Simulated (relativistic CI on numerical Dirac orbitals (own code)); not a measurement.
How well does a small relativistic CI reproduce Ti VIII?

Computed by Dirac-Coulomb-Breit CI, KLI orbitals optimised for each configuration, a model potential for QED, unscaled Slater integrals (own radial code, finite nucleus).

Configurations in the expansion (outside the closed core [Ne]): 3s2.3p3, 3s.3p4, 3s2.3p2.3d, 3p5, 3s.3p3.3d, 3p4.3d, 3s.3p2.3d2, 3s2.3p2.4s, 3s2.3p2.4p, 3s2.3p.3d.4p, 3p4.4s, 3s2.3p2.4d, 3p4.4p, 3s.3p3.4s, 3s.3p2.3d.4s, 3s2.3p2.4f, 3s.3p3.4p, 3s2.3p2.5s, 3s2.3p2.5p, 3s2.3p.4s.4p, 3s2.3p2.5d, 3s.3p3.4d, 3s2.3p2.5f, 3s2.3p2.5g, 3p3.3d.4p, 3s.3p3.4f, 3s2.3p2.6s, 3s2.3p2.6p, 3s.3p2.4s2, 3s2.3p.3d2, 3s2.3d3, 3s.3p.3d3, 3s2.3d2.4s, 3s2.3d2.4p, 3s2.3d2.4d, 3p3.3d2, 3p2.3d3, 3p2.3d2.4s, 3p2.3d2.4p, 3p2.3d2.4d, 3s2.3p.3d.4s, 3s.3p.3d2.4s, 3s2.3d.4s2, 3s2.3d.4s.4p, 3s2.3d.4s.4d, 3s.3p2.3d.4p, 3s.3p.3d2.4p, 3s.3p.3d.4s.4p, 3s.3p.3d.4p2, 3s.3p.3d.4p.4d, 3s2.3p.4s2, 3s.3p.3d.4s2, 3s2.4s2.4p, 3s2.4s2.4d, 3p3.3d.4s, 3p2.3d.4s2, 3p2.3d.4s.4p, 3p2.3d.4s.4d, 3s2.3p.4p2, 3s2.3d.4p2, 3s2.4s.4p2, 3s2.4p3, 3s2.4p2.4d. Double excitations out of closed p, d and f shells are left out; levels of such configurations are missing from the list, as are those of other unlisted configurations, and high levels can miss mixing partners. These lack a partner that the ground configuration has and come out too high: 3s2.3p2.4f, 3s2.3p2.5s, 3s2.3p2.5p, 3s2.3p2.5d, 3s.3p3.4d.

```csv
Configuration,Term (tabulated),J,Measured (cm⁻¹),Computed,Error,Purity (%)
3s2.3p3,4S°,3/2,0.0,0,0,96
3s.3p4,4P,5/2,194474.6,193967,-508,87
3s.3p4,4P,3/2,198097.9,197540,-558,87
3s.3p4,4P,1/2,199953.6,199390,-564,87
3s2.3p2.3d,4P,5/2,371012.0,379179,8167,84
3s2.3p2.3d,4P,3/2,372887.0,381100,8213,84
3s2.3p2.3d,4P,1/2,373971.0,382184,8213,84
3s2.3p2.4s,4P,1/2,660135.0,658159,-1976,93
3s2.3p2.4s,4P,3/2,662835.0,660821,-2014,94
3s2.3p2.4s,4P,5/2,666493.0,664475,-2018,94
```

Measured levels from Corliss and Sugar, J. Phys. Chem. Ref. Data 8, 1 (1979); pairs were made by configuration, J and term (by order where the table uses no LS term), so strongly mixed levels may be paired wrongly.

Mean error by configuration (cm⁻¹): 3s.3p4 -543; 3s2.3p2.3d 8198; 3s2.3p2.4s -2003. Over the excited levels the mean absolute error is 3581 cm⁻¹ (9 of the 9 excited levels that our extract of the source holds in range could be paired), and the median relative error of those above 1,000 cm⁻¹ is 0.3 %. Some levels of the ground configuration have no partner.
